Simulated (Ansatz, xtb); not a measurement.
Isomers of C6H4F+ in order of energy

3 gas-phase structures of C6H4F+, from a drawn sample of its isomers (lower ones may exist). Each was relaxed with GFN2-xTB; where two conformers were screened, the lower at r2SCAN-D4/def2-SVP is listed:

A. a singlet given by its coordinates
B. `C#Cc1[cH+]c1CF`, a singlet
C. `C#CC[c+]1cc1F`, a singlet

A (Å):

```xyz
11

C     1.5073    3.0742   -0.9036
C     0.4146    2.1889   -0.9603
C    -0.5311    1.4151   -1.0056
C    -1.5829    0.5798   -1.0555
C    -2.1429   -0.7109   -1.2386
C    -2.9660    0.3279   -0.9600
F    -4.1342    0.7804   -0.7542
H     2.3872    2.6487   -1.3878
H     1.2455    4.0329   -1.3574
H     1.7477    3.2699    0.1464
H    -1.9866   -1.7474   -1.4509
```

Close contacts (Å): C1–C2 1.41, C2–C3 1.22, C3–C4 1.34, C4–C5 1.42, C4–C6 1.41, C5–C6 1.35, C6–F7 1.27, C1–H8 1.09, C1–H9 1.09, C1–H10 1.09, C5–H11 1.07.

Make a reasoned guess at their ranking by r2SCAN-D4/def2-SVP single-point energy.

Calculated order at r2SCAN-D4/def2-SVP: A (0.0), B (9.0), C (18.4) kcal/mol.

Energies above the lowest of each column, in kcal/mol; the last columns are at B3LYP/def2-SVP geometries:

```csv
structure,GFN2-xTB,HF/STO-3G,r2SCAN-D4/def2-SVP,B3LYP/def2-SVP,CCSD(T)/def2-SVP + ΔMP2/def2-TZVPP
A,0.0,0.0,0.0,0.0,0.0
B,7.5,9.7,9.0,6.9,1.9
C,18.7,12.5,18.4,16.6,9.5
```

Every level run on A puts it lowest or level with the lowest. Flexible structures stand in one conformer each, not always the lowest. ΔMP2 is the change of the MP2 energy from the smaller to the larger basis.

Programs: Ansatz 0.2.0, xtb 6.7.1.
